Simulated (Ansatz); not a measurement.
Cartesian coordinates (Å):
SMILES: FC
```xyz
5

C     -0.0614    -0.0003     0.0072
F      1.3077     0.0116    -0.1450
H     -0.3002    -0.1023     1.0680
H     -0.4700     0.9362    -0.3783
H     -0.4737    -0.8441    -0.5503
```
Charge 0, spin multiplicity 1.

Computed with frozen-core CCSD(T)/aug-cc-pVTZ // PBE0-D3(BJ)/def2-TZVPD in Ansatz (a first-principles code).

- HF energy: -139.09743 Ha
- MP2 correlation energy: -0.44399 Ha

Task: Estimate the CCSD correlation energy, the (T) correction, the total energy and the T1 diagnostic.

Result: 
```yaml
CCSD correlation energy: -0.45934 Ha
"(T) correction": -0.01444 Ha
CCSD(T) total energy: -139.57122 Ha
T1 diagnostic: 0.010
```
